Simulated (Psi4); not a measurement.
Dimer: H5NSi (SMILES N[SiH3]) (first 7 atoms) with CH4 (SMILES C); geometry from B3LYP-D3(BJ)/def2-TZVP, rigid monomers moved along the line of their centres of mass till H4···C8 is 4.96 Å.
(charge 0, multiplicity 1):
```
atom    x (Å)    y (Å)    z (Å)
----  -------  -------  -------
N      0.9059  -0.3791   0.2064
Si    -0.6519   0.3262  -0.0057
H      1.6797  -0.0661  -0.3585
H      1.2172  -0.6469   1.1268
H     -0.8403   1.6741   0.5991
H     -0.8857   0.4544  -1.4627
H     -1.6618  -0.5685   0.6048
C      0.4157  -0.2215   6.0006
H      1.4659  -0.5123   6.0166
H      0.3073   0.7300   5.4821
H     -0.1710  -0.9855   5.4916
H      0.0576  -0.1186   7.0238
```

Computed with SAPT0/jun-cc-pV(D+d)Z run with Psi4.

Task: Give the four SAPT terms and the total, and say what mostly holds the pair together.

Result: electrostatics -1.1, exchange 0.0, induction -0.1, dispersion -2.6, total -3.9 meV; the largest attraction is dispersion.
